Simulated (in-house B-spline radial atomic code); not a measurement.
Values are calculated unless marked as measured or tabulated.
## Two electrons in InAs: a Gaussian well −V exp(−r²/w²) with V = 36 meV and w = 60 nm

For InAs the NSM archive of the Ioffe Institute lists m* = 0.023 m0 and ε = 15.15. In so narrow a gap the band flattens within tens of meV, so real spacings are smaller, by up to some tenths.

Effective-mass model with parabolic bands, a uniform dielectric constant, no image charges, no central-cell or spin-orbit terms. Two-electron levels come from full CI in B-splines with partial waves to l = 5 (up to 0.001 effective hartree above the limit).

What are the effective units, and what is the potential in them?

Ha* = 27211.386 meV × 0.023/15.15² = 2.727 meV and a* = 0.0529177 nm × 15.15/0.023 = 34.86 nm. V = 13.2 Ha* and w = 1.72 a*.

In these units the lowest s and p orbitals lie at -9.0441 and -6.5084, and their Coulomb and exchange integrals are J_ss = 1.2806, J_sp = 1.0371 and K_sp = 0.2009. Full CI gives -16.8816 for the ground singlet, -14.7349 for the sp triplet, -14.3891 for the sp singlet and -12.7292 for the lowest triplet of two s orbitals.

What does it cost to add the second electron, to first order and exactly?

To first order E = 2ε_s + J_ss = -16.8075, so the charging energy E(2) − 2E(1) is J_ss = 3.492 meV. CI gives -16.8816 − 2 × (-9.0441) = 1.2066, or 3.29 meV: relaxation and correlation lower it by 0.202 meV, 5.8 % of J_ss. The s² configuration of one-electron orbitals holds 98.8 % of the state, and the mean radius is 25.8 nm. The second electron is bound by ε_s − E = 21.37 meV, against 24.66 meV for the first.

How far above the singlet do the triplets lie?

To first order the sp triplet lies at ε_s + ε_p + J_sp − K_sp = -14.7162, which is 5.703 meV above 2ε_s + J_ss. CI gives -14.7349 − (-16.8816) = 2.1467, or 5.854 meV, 85 % of the orbital spacing of 6.914 meV. The ss triplet lies 11.32 meV up, so the lower of the two is the sp one, and its gap equals k_BT at 67.9 K. The sp singlet-triplet splitting is 0.9432 meV, against 2K_sp = 1.095 meV.
